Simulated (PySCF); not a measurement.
**Er(III) with more and more H2O**

Computed with PySCF 2.14.0, PBE0, def2-SVP on the ligands, density fitting, scalar-relativistic core potentials, no spin-orbit coupling, vacuum. The metal has lcecp-1-SVP with ECP57. Each complex is relaxed within the symmetry of its template. Distances are means of the shortest metal–ligand contacts, charges and spins Mulliken's; removal energies are rigid, with the ligand's formal charge and no counterpoise, so too large; for an anion taken off a cation in vacuum most of it is the attraction of opposite charges, and multiply charged cations can part far more cheaply with an electron moved from ligand to metal. lcecp potentials hold a fixed number of 4f electrons in the core, out of states, spins and gaps.

```csv
complex,point group,M–H2O (Å),charge on M (e),removal of one H2O (eV),"strongest infrared band, degenerate modes summed (cm⁻¹)",unstable modes (below −25 cm⁻¹)
[Er(H2O)]3+,C2v,2.144,2.54,5.39,3374,0
[Er(H2O)2]3+,C1,2.181,2.20,4.56,–,1 (soft)
[Er(H2O)4]3+,S4,2.248,1.72,3.54,3612,0
```

Q: What does the calculation give for [Er(H2O)3]3+?

A: point group: D3, M–H2O (Å): 2.220, charge on M (e): 1.94, removal of one H2O (eV): 3.97, strongest infrared band, degenerate modes summed (cm⁻¹): 3556, unstable modes (below −25 cm⁻¹): 0 (lowest -20 cm⁻¹, within noise).
```xyz
10

Er    0.0000    0.0000    0.0000
O     2.2205    0.0000    0.0000
H     2.8376    0.7349    0.2398
H     2.8376   -0.7349   -0.2398
O    -1.1102    1.9230    0.0000
H    -2.0552    2.0900    0.2398
H    -0.7824    2.8249   -0.2398
O    -1.1102   -1.9230    0.0000
H    -0.7824   -2.8249    0.2398
H    -2.0552   -2.0900   -0.2398
```

The more ligands, the longer each bond and the weaker the last ligand is held.

Members with unstable modes aren't minima as they stand: saddle points kept by symmetry or, where the modes are soft, flat surfaces and noise. Moved off a saddle point of the template and relaxed again: [Er(H2O)2]3+, [Er(H2O)3]3+, [Er(H2O)4]3+. One start shape was tried for each, so a minimum needn't be the lowest isomer.
